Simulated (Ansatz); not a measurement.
The cluster AgF2 (the lowest doublet isomer of a short search), 3 atoms. Hardware: 4 threads of Arm Neoverse V1 on a shared host.

In the def2 sets Ag takes a core potential; there is no spin–orbit coupling. Correlated methods freeze 2 core orbitals; core or outer-core shells of Ag are correlated, in sets that lack core-valence functions.

Task: How many basis functions does each of these Ansatz runs have, and roughly what does it cost? CCSD(T)/def2-TZVPP, charge 1 singlet at the geometry of the charge 0 doublet, energy, from earlier orbitals; HF/STO-3G, charge 0 doublet, energy; HF/STO-3G, charge 0 quartet, energy; HF/def2-TZVP, charge 0 quartet, energy, from earlier orbitals; CAM-B3LYP-D4/def2-TZVP, charge 0 doublet, energy, from earlier orbitals; r2SCAN-D4/def2-TZVPD, charge 0 doublet, energy, from earlier orbitals; PBE0-D4/def2-TZVPD, charge -1 singlet at the geometry of the charge 0 doublet, energy; PBE-D4/def2-TZVP, charge 1 triplet at the geometry of the charge 0 doublet, energy, from earlier orbitals; r2SCAN-D4/def2-TZVP, charge 1 triplet at the geometry of the charge 0 doublet, energy, from earlier orbitals; r2SCAN0-D4/def2-TZVP, charge 0 quartet, energy, from earlier orbitals; CCSD(T)/def2-TZVPP, charge 0 doublet, energy, from earlier orbitals; r2SCAN-D4/def2-TZVPD, charge -1 triplet at the geometry of the charge 0 doublet, energy, from earlier orbitals.

Result: Other jobs shared the machine, so times can vary by a factor of up to 3. A dash marks memory too small to be measured apart from the calling script's.

| run | functions | fitting or Cholesky vectors | wall time | peak host memory (GiB) |
| --- | --- | --- | --- | --- |
| PBE0-D4/def2-TZVPD, charge -1 singlet at the geometry of the charge 0 doublet, energy | 120 | 780 | 0.8 s | – |
| HF/STO-3G, charge 0 doublet, energy | 37 | 490 | 1.1 s | – |
| HF/STO-3G, charge 0 quartet, energy | 37 | 499 | 1.7 s | – |
| HF/def2-TZVP, charge 0 quartet, energy, from earlier orbitals | 102 | 864 | 2.1 s | – |
| CAM-B3LYP-D4/def2-TZVP, charge 0 doublet, energy, from earlier orbitals | 102 | 670 | 3.1 s | – |
| r2SCAN-D4/def2-TZVPD, charge -1 triplet at the geometry of the charge 0 doublet, energy, from earlier orbitals | 120 | 747 | 3.7 s | – |
| PBE-D4/def2-TZVP, charge 1 triplet at the geometry of the charge 0 doublet, energy, from earlier orbitals | 102 | 665 | 3.8 s | – |
| r2SCAN0-D4/def2-TZVP, charge 0 quartet, energy, from earlier orbitals | 102 | 698 | 6.5 s | – |
| r2SCAN-D4/def2-TZVPD, charge 0 doublet, energy, from earlier orbitals | 120 | 747 | 7 s | – |
| CCSD(T)/def2-TZVPP, charge 0 doublet, energy, from earlier orbitals | 118 | 813 | 15 s | 1.1 |
| CCSD(T)/def2-TZVPP, charge 1 singlet at the geometry of the charge 0 doublet, energy, from earlier orbitals | 118 | 813 | 17 s | – |
| r2SCAN-D4/def2-TZVP, charge 1 triplet at the geometry of the charge 0 doublet, energy, from earlier orbitals | 102 | 665 | 24 s | – |
